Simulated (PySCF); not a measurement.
**Computed properties of Ta(O)(OH)3 (H₃O₄Ta), SMILES [O]=[Ta]([OH])([OH])[OH], multiplicity 1**

Ta(O)(OH)3 (H3O4Ta), SMILES [O]=[Ta]([OH])([OH])[OH], multiplicity 1. Geometry optimised at B3LYP-D3(BJ)/def2-SVP. The spin state was assumed, not searched. The def2 effective core potentials stand for the cores of Ta; spin–orbit coupling is left out. One conformer was computed; it need not be the lowest. All values are computed for the isolated molecule unless a solvent is named; none is compared with measurement here.

**Structure.** The optimised structure has C3v symmetry. All 18 harmonic modes at B3LYP-D3(BJ)/def2-SVP (PySCF) are real, so it is a minimum. With heavy atoms numbered as in [Ta:1](=[O:2])([OH:3])([OH:5])[OH:7], the shortest bond between them is Ta1–O2 at 1.735 Å and the longest Ta1–O5 at 1.918 Å.

**Vibrations.** The strongest infrared lines (harmonic, unscaled, degenerate partners summed) lie at 3897 cm⁻¹ (626 km/mol, H 94 %), 337 cm⁻¹ (530 km/mol, H 78 %, O 20 %), 481 cm⁻¹ (427 km/mol, H 65 %, O 35 %). The softest mode is at 181 cm⁻¹ and the zero-point energy is 26.1 kcal/mol.

**Electronic structure.** B3LYP/def2-TZVP (PySCF) places the frontier levels at -8.92 and -0.63 eV, a gap of 8.29 eV, and gives a dipole moment of 0.27 D and a mean polarisability of 49.4 bohr³. PBE/def2-TZVP (PySCF) at the same geometry gives -7.61 and -1.02 eV, so its gap is 1.70 eV narrower. An orbital gap is neither the optical nor the fundamental gap.

**Excitations.** TDDFT-B3LYP/def2-SVPD (PySCF) has S1 at 6.78 eV (183 nm, f = 0.000, dark); the most intense of the 10 singlets computed lies at 7.34 eV (f = 0.02). Strengths of degenerate partners are summed. T1 (TDA) is at 6.09 eV. TDDFT-PBE/def2-SVPD (PySCF) puts S1 at 6.54 eV. No vertical singlet excitation falls in the visible range (under 3.1 eV).
